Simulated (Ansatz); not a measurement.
Program: Ansatz. Geometries: PBE0-D4/def2-TZVP. ΔE: electronic, gas phase. CCSD(T)/CBS adds triple-zeta CCSD(T) − MP2 to the extrapolated MP2 energy (def2 sets, frozen cores). This one scheme is used for every species. DFT in def2-TZVPP. Elements past krypton have def2 core potentials. For In outer-core shells are correlated without core-valence functions, which leaves a few kJ/mol of doubt a bond. One conformer a species, not always the lowest.

Consider the ligand exchange at a B–O bond: `FB(Cl)[O][InH2]` + HCl → `FB(Cl)Cl` + `[OH][InH2]`.

`FB(Cl)[O][InH2]`:

Z-matrix (Å, degrees):
```
B
Cl 1 1.767
O 1 1.313 2 123.3
F 1 1.352 2 115.6 3 -180.0
In 3 2.038 1 122.6 2 180.0
H 5 1.700 3 110.2 1 91.8
H 5 1.700 3 110.2 1 -91.7
```

HCl:

Z-matrix (Å, degrees):
```
Cl
H 1 1.279
```

`FB(Cl)Cl`:

```xyz
4

F     0.630    0.571   -1.122
B     0.044    0.039   -0.078
Cl    0.940   -0.137    1.402
Cl   -1.613   -0.473   -0.202
```

`[OH][InH2]`:

```xyz
5

O     0.079    1.394   -0.052
In   -0.213   -0.573   -0.141
H     0.778    1.649    0.554
H     0.818   -1.500    0.870
H    -1.462   -0.970   -1.231
```

```
         level  ΔE (kcal/mol)
       PBE0-D4           18.0
    r2SCANh-D4           18.6
 HF/def2-TZVPP           23.7
MP2/def2-QZVPP           18.6
```

(1) What does CCSD(T)/CBS give? (Best estimate.)

(2) What do rigid-rotor, harmonic-oscillator terms from PBE0-D4/def2-TZVP frequencies (298.15 K, 1 bar) make of the CCSD(T)/CBS value? (Best estimate.)

Largest T1 diagnostic among the species: 0.017.

## Answers

(1) The calculation gave: +19.5 kcal/mol. The listed levels differ from it by -1.5, -0.9, 4.2, -0.9 kcal/mol.

(2) Computed: ΔZPE = +1.9 kcal/mol, ΔH = +20.4 kcal/mol, ΔS = -10 J/(mol·K), ΔG = +21.2 kcal/mol. Modes under 50 cm⁻¹ make the entropy rough.

From BLYP to BHLYP (50 % exact exchange), in def2-TZVPP and without D4, ΔE moves by +4.0 kcal/mol. At CCSD(T), def2-SVP lies +2.9 kcal/mol from the extrapolated value and def2-TZVPP +0.7 kcal/mol.

CCSD(T)/CBS has its own doubt, a few kJ/mol and more with outer-core shells, so smaller differences from it don't rank the levels.
